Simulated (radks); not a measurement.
Trend from Li+ to Ne+: ionisation energy by Delta-SCF between NIST ground configurations, and size. Calculated with a radial shooting solver on a logarithmic mesh with Libxc functionals: non-relativistic Kohn-Sham, LDA (Slater exchange, Perdew-Wang correlation), spin-polarised, spherical densities, point nucleus; open shells are filled with parallel spins first.

| species | configuration | configuration of the ion | IE (eV) | NIST (eV) | kind | outermost | <r> outermost (bohr) | r at 0.001 e/bohr^3 (bohr) |
|---|---|---|---|---|---|---|---|---|
| Li+ | [He] | 1s1 | 74.561 | 75.640 | theory | 1s | 0.585 | 1.86 |
| Be+ | [He] 2s1 | [He] | 18.253 | 18.211 | exp. | 2s | 2.26 | 3.45 |
| B+ | [He] 2s2 | [He] 2s1 | 24.552 | 25.155 | exp. | 2s | 1.79 | 3.34 |
| C+ | [He] 2s2 2p1 | [He] 2s2 | 24.682 | 24.383 | exp. | 2s | 1.49 | 3.18 |
| N+ | [He] 2s2 2p2 | [He] 2s2 2p1 | 30.164 | 29.601 | semi-emp. | 2s | 1.28 | 3.00 |
| O+ | [He] 2s2 2p3 | [He] 2s2 2p2 | 35.563 | 35.121 | exp. | 2s | 1.12 | 2.85 |
| F+ | [He] 2s2 2p4 | [He] 2s2 2p3 | 35.157 | 34.971 | exp. | 2p | 1.01 | 2.74 |
| Ne+ | [He] 2s2 2p5 | [He] 2s2 2p4 | 41.582 | 40.963 | exp. | 2p | 0.893 | 2.63 |

Reference values: NIST Atomic Spectra Database (exp. = measured, semi-emp. = semi-empirical, theory = theoretical value adopted there). Open shells are spherical and high-spin; term and fine-structure splittings are not resolved.
